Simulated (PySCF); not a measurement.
Excitations are Tamm–Dancoff values on a coarser integration grid. The basis has no diffuse functions, so Rydberg states are missing or too high.

Cartesian coordinates (Å):
SMILES: C=CB(O)O
```xyz
10

C     -1.4345    -0.6689    -0.0244
C     -0.5548     0.2574     0.3541
B      0.9512     0.2871    -0.0868
O      1.6937     1.4334    -0.0296
O      1.6132    -0.8104    -0.5576
H     -1.1573    -1.4942    -0.6741
H     -2.4752    -0.6472     0.2781
H     -0.9282     1.0620     0.9866
H      1.1992     2.1977     0.2763
H      1.0927    -1.6170    -0.5228
```
Charge 0, multiplicity 1.

Question: What is the computed S1 excitation (TDA), dipole moment, S1–T1 gap (TDA), T1 excitation (TDA) and LUMO (PBE-D3(BJ)/def2-TZVP // B3LYP-D3(BJ)/def2-TZVP (PySCF 2.14.0))?

Answer: 
```yaml
S1 excitation (TDA): 5.72 eV
dipole_moment: 2.69 D
S1–T1 gap (TDA): 1.53 eV
T1 excitation (TDA): 4.18 eV
LUMO: -1.90 eV
```
